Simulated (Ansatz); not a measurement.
A run on C₉H₁₈O₂, SMILES `CCCCC(=O)OCC(C)C` with other settings.

```yaml
crystal:
  periodic: [false, false, false]
  atoms:
    - {symbol: C, position_ang: [-2.954598, 0.731028, -2.471888]}
    - {symbol: C, position_ang: [-2.484427, 1.116619, -1.080735]}
    - {symbol: C, position_ang: [-2.528643, -0.047644, -0.104389]}
    - {symbol: C, position_ang: [-2.069761, 0.328444, 1.299803]}
    - {symbol: C, position_ang: [-0.652756, 0.830750, 1.358059]}
    - {symbol: O, position_ang: [-0.300740, 1.860483, 1.868544]}
    - {symbol: O, position_ang: [0.194143, -0.025517, 0.770375]}
    - {symbol: C, position_ang: [1.570683, 0.356962, 0.768974]}
    - {symbol: C, position_ang: [2.372398, -0.725054, 0.079422]}
    - {symbol: C, position_ang: [3.819866, -0.273261, -0.045965]}
    - {symbol: C, position_ang: [2.266714, -2.053190, 0.813130]}
    - {symbol: H, position_ang: [-2.915743, 1.579797, -3.158186]}
    - {symbol: H, position_ang: [-3.985458, 0.366037, -2.452936]}
    - {symbol: H, position_ang: [-2.331834, -0.064490, -2.890784]}
    - {symbol: H, position_ang: [-1.461792, 1.507240, -1.135368]}
    - {symbol: H, position_ang: [-3.099397, 1.937093, -0.693813]}
    - {symbol: H, position_ang: [-1.908323, -0.866247, -0.481240]}
    - {symbol: H, position_ang: [-3.551772, -0.433787, -0.043646]}
    - {symbol: H, position_ang: [-2.699281, 1.111632, 1.724927]}
    - {symbol: H, position_ang: [-2.134735, -0.544652, 1.957575]}
    - {symbol: H, position_ang: [1.904212, 0.499514, 1.802244]}
    - {symbol: H, position_ang: [1.671156, 1.317862, 0.256644]}
    - {symbol: H, position_ang: [1.956795, -0.848450, -0.928425]}
    - {symbol: H, position_ang: [4.267390, -0.119668, 0.941006]}
    - {symbol: H, position_ang: [3.904253, 0.664336, -0.601412]}
    - {symbol: H, position_ang: [4.417098, -1.026045, -0.564924]}
    - {symbol: H, position_ang: [2.681877, -1.968879, 1.822795]}
    - {symbol: H, position_ang: [2.823900, -2.833215, 0.288831]}
    - {symbol: H, position_ang: [1.228768, -2.377695, 0.901371]}
basis:
  gaussian: {orbitals: def2-mTZVP}
hamiltonian: {xc: {name: RPBE}, dispersion: d3bj}
output: {forces: true}
```

```sh
$ ansatz run in.yaml --threads 4 --pin off --events-out ev --progress --plain --max-ram 41984MiB --backend cuda --devices 0, --max-vram 37GiB
```

It prints (some lines left out):

```
Functional definition: RPBE
  name "RPBE"
  cite "Hammer, Hansen & Nørskov, Phys. Rev. B 59, 7413 (1999) doi:10.1103/PhysRevB.59.7413"
  cite "Perdew, Burke & Ernzerhof, Phys. Rev. Lett. 77, 3865 (1996) doi:10.1103/PhysRevLett.77.3865"
  parameter kappa = 0.804
  parameter beta = 0.06672455060314922
  exchange = rpbe_x(kappa = kappa, mu = beta*pi^2/3)
  correlation = pbe_c(beta = beta)
2752 factors; their error is unknown
mean field evaluation 1: about -13694.3299 eV, gradient 1.2e2 eV
mean field evaluation 2: about -13640.0854 eV, gradient 1.8e2 eV
mean field evaluation 4: about -13724.9088 eV, gradient 2.8e1 eV
mean field evaluation 8: about -13726.3016 eV, gradient 2.1e-1 eV
mean field evaluation 16: about -13726.1277 eV, gradient 2.0e-3 eV
mean field -13726.12768358 eV, -504.4258884682 hartree, gradient 3.9e-5 eV, S^2 0.000000; 0 other end points of the search recorded, 0 dependent functions left out
the calculation of the forces begins
reference -13726.12775566 eV, -504.4258911168 hartree; 44, 44 occupied and 229, 229 virtual orbitals, 2752 factors
Total energy: -13729.09068851 eV, -504.5347768909 hartree
Atom 0 at    -2.954598     0.731028    -2.471888 Å, force    -0.025669    -0.020125    -0.066053 eV/Å
Atom 1 at    -2.484427     1.116619    -1.080735 Å, force     0.042642     0.073589     0.037743 eV/Å
Atom 2 at    -2.528643    -0.047644    -0.104389 Å, force    -0.041039    -0.083114    -0.019390 eV/Å
Atom 3 at    -2.069761     0.328444     1.299803 Å, force    -0.114399    -0.068150     0.047309 eV/Å
Atom 4 at    -0.652756     0.830750     1.358059 Å, force    -0.772976    -0.599598    -0.241386 eV/Å
Atom 5 at    -0.300740     1.860483     1.868544 Å, force     0.495493     1.651733     0.825749 eV/Å
Atom 6 at     0.194143    -0.025517     0.770375 Å, force    -0.086022    -1.026892    -0.542062 eV/Å
Atom 7 at     1.570683     0.356962     0.768974 Å, force     0.445916     0.196921     0.051119 eV/Å
Atom 8 at     2.372398    -0.725054     0.079422 Å, force    -0.000870    -0.035827    -0.075101 eV/Å
Atom 9 at     3.819866    -0.273261    -0.045965 Å, force     0.073708     0.027438     0.003558 eV/Å
Atom 10 at     2.266714    -2.053190     0.813130 Å, force    -0.001708    -0.061504     0.036369 eV/Å
Atom 11 at    -2.915743     1.579797    -3.158186 Å, force     0.009952     0.208682    -0.170036 eV/Å
Atom 12 at    -3.985458     0.366037    -2.452936 Å, force    -0.241082    -0.087698     0.007165 eV/Å
Atom 13 at    -2.331834    -0.064490    -2.890784 Å, force     0.146407    -0.187307    -0.094852 eV/Å
Atom 14 at    -1.461792     1.507240    -1.135368 Å, force     0.220976     0.073127    -0.003468 eV/Å
Atom 15 at    -3.099397     1.937093    -0.693813 Å, force    -0.139075     0.178143     0.089283 eV/Å
Atom 16 at    -1.908323    -0.866247    -0.481240 Å, force     0.130322    -0.162071    -0.080323 eV/Å
Atom 17 at    -3.551772    -0.433787    -0.043646 Å, force    -0.236395    -0.083404    -0.001019 eV/Å
Atom 18 at    -2.699281     1.111632     1.724927 Å, force    -0.145998     0.155677     0.080851 eV/Å
Atom 19 at    -2.134735    -0.544652     1.957575 Å, force    -0.055194    -0.210601     0.147689 eV/Å
Atom 20 at     1.904212     0.499514     1.802244 Å, force     0.096808     0.032622     0.204041 eV/Å
Atom 21 at     1.671156     1.317862     0.256644 Å, force     0.044343     0.211955    -0.105485 eV/Å
Atom 22 at     1.956795    -0.848450    -0.928425 Å, force    -0.083903    -0.029449    -0.221084 eV/Å
Atom 23 at     4.267390    -0.119668     0.941006 Å, force     0.092416     0.031109     0.214160 eV/Å
Atom 24 at     3.904253     0.664336    -0.601412 Å, force     0.018716     0.215865    -0.126122 eV/Å
Atom 25 at     4.417098    -1.026045    -0.564924 Å, force     0.135426    -0.176483    -0.118104 eV/Å
Atom 26 at     2.681877    -1.968879     1.822795 Å, force     0.089140     0.024503     0.218990 eV/Å
Atom 27 at     2.823900    -2.833215     0.288831 Å, force     0.131519    -0.178995    -0.120221 eV/Å
Atom 28 at     1.228768    -2.377695     0.901371 Å, force    -0.229456    -0.070146     0.020681 eV/Å
Dipole moment:     0.032153    -0.368887    -0.256153 e Å
```

It took 3.8 s on 4 threads of an AMD EPYC 7R13 on a shared host and a share of an NVIDIA H100 80 GB, with 1.8 GiB of host memory at the peak.
